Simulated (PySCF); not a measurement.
Cl₄Te (SMILES Cl[Te](Cl)(Cl)Cl), singlet, at a GFN2-xTB geometry (core potentials on Te). Base run: DF-CAMB3LYP/def2-SVP run with PySCF.

Input for PySCF:
```python
from pyscf import gto, scf, dft

mol = gto.M(
    atom='''
Te   -0.005348    0.012234    0.483277
Cl    1.165969   -1.490760   -0.826448
Cl    1.904219    1.503369    0.120414
Cl   -1.146570    1.446389   -0.926392
Cl   -1.907258   -1.496418    0.154168
''',
    basis='def2-svp',
    ecp={'Te': 'def2-svp'},
    charge=0,
    spin=0,
    verbose=4,
    symmetry=True,
)

mf = dft.RKS(mol)
mf.xc = 'camb3lyp'
mf = mf.density_fit(auxbasis='def2-universal-jkfit')
mf.kernel()
mf.analyze()
```

The base run was repeated with changes; each row names its change, and settings that it needs were set with it.

```csv
change,ΔE vs base (eV),point group used,SCF cycles
base,0.00,C2v,11
symmetry_subgroup = Cs,0.00,Cs,11
symmetry = off,0.00,C1,11
irrep_nelec = A1:38 A2:10 B1:20 B2:24,13.44,C2v,18
irrep_nelec = A1:38 A2:8 B1:22 B2:24,12.55,C2v,12
symmetry_subgroup = C2,0.00,C2,11
irrep_nelec = A1:36 A2:12 B1:22 B2:22,29.17,C2v,16
irrep_nelec = A1:38 A2:12 B1:20 B2:22,31.48,C2v,17
```
